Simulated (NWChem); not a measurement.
SiHF₃; SMILES F[SiH](F)F

Program: NWChem. Pople sets run with spherical d functions. All runs use the structure optimised with PBE0/def2-SVP. Total energies compare along this basis series because the functional is fixed.

```json
[
 {"level": "TPSS/STO-3G", "basis functions": "25", "energy (Ha)": "-582.0062", "highest occupied level (eV)": "-3.43", "orbital gap (eV)": "9.31", "dipole (D)": "0.50"},
 {"level": "TPSS/3-21G", "basis functions": "42", "energy (Ha)": "-586.6397", "highest occupied level (eV)": "-9.26", "orbital gap (eV)": "9.95", "dipole (D)": "1.53"},
 {"level": "TPSS/6-31G*", "basis functions": "62", "energy (Ha)": "-589.8142", "highest occupied level (eV)": "-9.55", "orbital gap (eV)": "10.30", "dipole (D)": "1.29"},
 {"level": "TPSS/6-31+G*", "basis functions": "78", "energy (Ha)": "-589.8418", "highest occupied level (eV)": "-10.00", "orbital gap (eV)": "9.68", "dipole (D)": "1.51"},
 {"level": "TPSS/6-311G**", "basis functions": "86", "energy (Ha)": "-589.9347", "highest occupied level (eV)": "-9.85", "orbital gap (eV)": "10.23", "dipole (D)": "1.52"},
 {"level": "TPSS/6-311++G**", "basis functions": "103", "energy (Ha)": "-589.9466", "highest occupied level (eV)": "-10.05", "orbital gap (eV)": "9.64", "dipole (D)": "1.61"}
]
```
